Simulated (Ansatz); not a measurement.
Calculated with Ansatz (gas phase, PBE0-D4/def2-TZVP geometries, no zero-point term in ΔE). CCSD(T)/CBS is the MP2 limit (def2-TZVPP, def2-QZVPP) plus CCSD(T) − MP2 in def2-TZVPP, frozen cores. DFT in def2-TZVPP. Elements past krypton have def2 core potentials. For In outer-core shells are correlated without core-valence functions, which leaves a few kJ/mol of doubt a bond. One conformer a species, not always the lowest.

Reaction (ligand exchange at the Si–O bond): `[F][In]([F])[O][SiH3]` + `CC(=N)Cl` → `C/C(Cl)=N\[SiH3]` + `[OH][In]([F])[F]`

Problem. Is it downhill or uphill in electronic energy at CCSD(T)/CBS, and by how much? (An estimate is asked.)

Solution. Ansatz gave: Uphill: ΔE = +15.9 kcal/mol.

Problem. What do these levels give: PBE0-D4, ωB97M-V, B2PLYP, BHLYP, MP2/def2-SVP, CCSD(T)/def2-SVP? (Estimate.)

Solution. Ansatz gave: PBE0-D4 13.4, ωB97M-V 15.0, B2PLYP 15.4, BHLYP 16.7, MP2/def2-SVP 18.0, CCSD(T)/def2-SVP 18.7 kcal/mol.

Largest T1 diagnostic among the species: 0.018.

Leaving LDA and LC-ωPBE aside and taking each functional with its dispersion term where it has one, the values, not all of them listed here, spread over 5.1 kcal/mol, from revPBE-D4 to BHLYP-D4. LDA lies −1.3 kcal/mol from PBE without D4. From BLYP to BHLYP (50 % exact exchange), in def2-TZVPP and without D4, ΔE moves by +2.8 kcal/mol. The D4 term adds −1.0 kcal/mol with B3LYP and −0.6 kcal/mol with PBE0; it sums over pairs of atoms, weighted by their polarisabilities, and B3LYP, whose exchange is more repulsive, gets the larger term.

B3LYP here is the variant with VWN-RPA as its local correlation; programs differ in this.
